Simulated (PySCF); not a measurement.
PySCF input (CCSD(T)/cc-pVDZ):

```python
from pyscf import gto, scf, mp, cc as ccmod

mol = gto.M(
    atom='''
    Si   -0.01738732   -0.32762436    0.01169695
    F     0.02302615   -1.21553728    1.31346682
    F    -0.15634775   -1.29660324   -1.22377760
    Cl   -1.62266252    0.89234890    0.08620541
    Cl    1.70756351    0.70741615   -0.14332072
    ''',
    basis='cc-pvdz',
    charge=0,
    spin=0,
    verbose=4,
)

mf = scf.RHF(mol)
mf.conv_tol = 1e-10
mf.max_cycle = 100
mf.kernel()
mp2 = mp.MP2(mf, frozen=17).run()
cc = ccmod.CCSD(mf, frozen=17)
cc.max_cycle = 100
cc.kernel()
et = cc.ccsd_t()
print(f'E(CCSD(T)) = {cc.e_tot + et:.9f}')
```

Output:

```
PySCF version 2.14.0

[INPUT] verbose = 4
[INPUT] num. atoms = 5
[INPUT] num. electrons = 66
[INPUT] charge = 0
[INPUT] spin (= nelec alpha-beta = 2S) = 0
[INPUT] symmetry False subgroup None
[INPUT] Mole.unit = angstrom
[INPUT] Symbol           X                Y                Z      unit          X                Y                Z       unit  Magmom
[INPUT]  1 Si    -0.017387320000  -0.327624360000   0.011696950000 AA   -0.032857272840  -0.619120312136   0.022104031993 Bohr   0.0
[INPUT]  2 F      0.023026150000  -1.215537280000   1.313466820000 AA    0.043513117203  -2.297032553399   2.482092563503 Bohr   0.0
[INPUT]  3 F     -0.156347750000  -1.296603240000  -1.223777600000 AA   -0.295454427692  -2.450225015824  -2.312604501378 Bohr   0.0
[INPUT]  4 Cl    -1.622662520000   0.892348900000   0.086205410000 AA   -3.066387755397   1.686295028557   0.162904615356 Bohr   0.0
[INPUT]  5 Cl     1.707563510000   0.707416150000  -0.143320720000 AA    3.226827374201   1.336822779594  -0.270836908775 Bohr   0.0

nuclear repulsion = 382.096923806303
number of shells = 25
number of NR pGTOs = 175
number of NR cGTOs = 82
basis = cc-pvdz
ecp = {}

******** <class 'pyscf.scf.hf.RHF'> ********
method = RHF
initial guess = minao
damping factor = 0
level_shift factor = 0
DIIS = <class 'pyscf.scf.diis.CDIIS'>
diis_start_cycle = 1
diis_space = 8
diis_damp = 0
SCF conv_tol = 1e-10
SCF conv_tol_grad = None
SCF max_cycles = 100
direct_scf = True
direct_scf_tol = 1e-13
Set gradient conv threshold to 1e-05
Initial guess from minao.
init E= -1407.59264856012
  HOMO = -0.444094550476835  LUMO = 0.0519995921840941  gap/eV = 13.49941
cycle= 1 E= -1406.93961611032  delta_E= 0.653  |g|= 0.69  |ddm|=  1.9
  HOMO = -0.506881956512331  LUMO = 0.0973746231063801  gap/eV = 16.44266
cycle= 2 E= -1407.0152212579  delta_E= -0.0756  |g|= 0.392  |ddm|= 0.805
  HOMO = -0.493312731641574  LUMO = 0.144529187621587  gap/eV = 17.35656
cycle= 3 E= -1407.04344270987  delta_E= -0.0282  |g|= 0.0384  |ddm|= 0.241
  HOMO = -0.491484722618435  LUMO = 0.154076248494502  gap/eV = 17.56661
cycle= 4 E= -1407.04386426985  delta_E= -0.000422  |g|= 0.0119  |ddm|= 0.0409
  HOMO = -0.491025909640553  LUMO = 0.153466355404338  gap/eV = 17.53753
cycle= 5 E= -1407.04391304598  delta_E= -4.88e-05  |g|= 0.00226  |ddm|= 0.0155
  HOMO = -0.491322151235653  LUMO = 0.153542412066522  gap/eV = 17.54766
cycle= 6 E= -1407.04391581522  delta_E= -2.77e-06  |g|= 0.000586  |ddm|= 0.00302
  HOMO = -0.491265674383623  LUMO = 0.153568182613546  gap/eV = 17.54682
cycle= 7 E= -1407.04391605677  delta_E= -2.42e-07  |g|= 0.000112  |ddm|= 0.0011
  HOMO = -0.491280563968038  LUMO = 0.153570963540001  gap/eV = 17.54730
cycle= 8 E= -1407.04391606554  delta_E= -8.76e-09  |g|= 2.34e-05  |ddm|= 0.000213
  HOMO = -0.49127483182861  LUMO = 0.153575903794772  gap/eV = 17.54728
cycle= 9 E= -1407.04391606587  delta_E= -3.37e-10  |g|= 4.9e-06  |ddm|= 4.26e-05
  HOMO = -0.491275840327161  LUMO = 0.153574811144225  gap/eV = 17.54728
cycle= 10 E= -1407.0439160659  delta_E= -2.73e-11  |g|= 1.13e-06  |ddm|= 8.97e-06
  HOMO = -0.491275854497108  LUMO = 0.153574798237087  gap/eV = 17.54728
Extra cycle  E= -1407.0439160659  delta_E= 4.09e-12  |g|= 4.74e-07  |ddm|= 1.44e-06
converged SCF energy = -1407.0439160659

******** <class 'pyscf.mp.mp2.RMP2'> ********
nocc = 16, nmo = 65
frozen orbitals 17
E(RMP2) = -1407.77087156669  E_corr = -0.726955500797801
E(SCS-RMP2) = -1407.74165459593  E_corr = -0.697738530032182
E_corr(same-spin) = -0.201470851067514
E_corr(oppo-spin) = -0.525484649730287

******** <class 'pyscf.cc.ccsd.CCSD'> ********
CC2 = 0
CCSD nocc = 16, nmo = 65
frozen orbitals 17
max_cycle = 100
direct = 0
conv_tol = 1e-07
conv_tol_normt = 1e-05
diis_space = 6
diis_start_cycle = 0
diis_start_energy_diff = 1e+09
Init t2, MP2 energy = -1407.77087156348  E_corr(MP2) -0.726955497587721
Init E_corr(CCSD) = -0.726955497587814
cycle = 1  E_corr(CCSD) = -0.736990574110768  dE = -0.0100350765  norm(t1,t2) = 0.0606147
cycle = 2  E_corr(CCSD) = -0.750477131482781  dE = -0.0134865574  norm(t1,t2) = 0.0170822
cycle = 3  E_corr(CCSD) = -0.750799410079127  dE = -0.000322278596  norm(t1,t2) = 0.00894871
cycle = 4  E_corr(CCSD) = -0.752651101342384  dE = -0.00185169126  norm(t1,t2) = 0.00304184
cycle = 5  E_corr(CCSD) = -0.752629216291746  dE = 2.18850506e-05  norm(t1,t2) = 0.000555959
cycle = 6  E_corr(CCSD) = -0.752573590421986  dE = 5.56258698e-05  norm(t1,t2) = 0.000206902
cycle = 7  E_corr(CCSD) = -0.752573013835856  dE = 5.7658613e-07  norm(t1,t2) = 4.04586e-05
cycle = 8  E_corr(CCSD) = -0.752574335266764  dE = -1.32143091e-06  norm(t1,t2) = 1.1579e-05
cycle = 9  E_corr(CCSD) = -0.752574772815082  dE = -4.37548318e-07  norm(t1,t2) = 4.63089e-06
cycle = 10  E_corr(CCSD) = -0.75257474278086  dE = 3.00342224e-08  norm(t1,t2) = 1.14612e-06
CCSD converged
E(CCSD) = -1407.796490808676  E_corr = -0.7525747427808598
CCSD(T) correction = -0.0140446722475473
E(CCSD(T)) = -1407.810535481
```
